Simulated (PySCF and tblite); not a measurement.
The numbers below are computed, except where a source is named.
System: C₆H₁₃N, numbered as in [CH3:1][CH2:2][C@@:3]1([CH3:4])[CH2:5][N:6]1[CH3:7].

For the pyramidal inversion at N6: electronic barrier 16.96 kcal/mol, zero-point change -1.18 kcal/mol, thermal and entropy terms at 298.15 K a further -0.09 kcal/mol (symmetry numbers apart). The minimum is C1, the saddle C1. Geometries: GFN2-xTB; energies: PBE0/pcSseg-1 + D3(BJ), IEF-PCM dichloromethane; zero-point and thermal terms from GFN2-xTB harmonic modes (soft modes blended into free rotors). Rates follow Eyring's equation with the number of equivalent paths and no tunnelling. (PySCF 2.14 with density fitting, tblite 0.8.)

Problem. How many equivalent paths lead out of the minimum?

Solution. 1: the symmetry number of the minimum is 1, that of the saddle displaced along its mode 1.

Problem. Work out the rate at 298.15 K.

Solution. ΔG‡ = 15.69 kcal/mol; k_B T/h = 6.2×10¹² s⁻¹; exp(−ΔG‡/RT) = 3.2×10⁻¹²; times 1 gives k = 20 s⁻¹. Wigner's tunnelling factor for the 336i cm⁻¹ mode would be 1.11.
